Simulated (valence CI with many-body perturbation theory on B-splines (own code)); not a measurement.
Te XL in brief

Computed by configuration interaction combined with many-body perturbation theory (CI+MBPT): three valence electrons over a frozen Dirac-Fock core [Ne], a basis of 11 s, 11 p, 10 d, 8 f, 5 g, 2 h functions for each j, with the one-electron correlation potential Σ1 (screened to all orders), the two-electron term Σ2, the three-electron term Σ3, Breit, model QED; selected single and double excitations, second order for the rest, scaled by the run's own slope (own B-spline code, finite nucleus).

The last digits are not significant, and no measured levels were compared; by estimate large intervals hold to a few tenths of a per cent, small ones and those within an open d or f shell to about a per cent.

Levels are named by their leading jj configuration (3d3/2^4 stands for four electrons in 3d with j = 3/2), which in mixed levels can hold well under half, so a name can repeat and another be missing.

Rates and lifetimes use the calculated energies. Strong lines usually hold to 10 to 20 %, long lifetimes can be off by a factor of two.

Task: What is the ground level?

Result: (3s^2 3p1/2) J=1/2, composition 99 % 3s2 3p 2P°, g = 0.658.

Task: How well does LS coupling describe the low levels?

Result: Among the lowest 20 levels the leading LS term, summed over configurations, holds 69 % on average. For single configurations the figures are 64 % in LS and 84 % in jj coupling. Terms mix most in the J = 5/2 level at 2496.5 × 10³ cm⁻¹, where the leading one holds 32 %.

Task: Where does the other parity begin?

Result: At (3s 3p1/2^2) J=1/2, 769.71 × 10³ cm⁻¹.

Task: Among levels below 11010 × 10³ cm⁻¹, which E1 lines absorb most strongly from the ground level?

Result: to (3s^2 4d3/2) J=3/2 at 0.9087 nm, f = 0.540; to (3s^2 3d3/2) J=3/2 at 5.719 nm, f = 0.352; to (3s 3p1/2 3p3/2) J=1/2 at 6.811 nm, f = 0.186.

Task: What is the ionisation energy?

Result: 2789.6 eV; NIST lists 2788 ± 4 eV (theoretical).
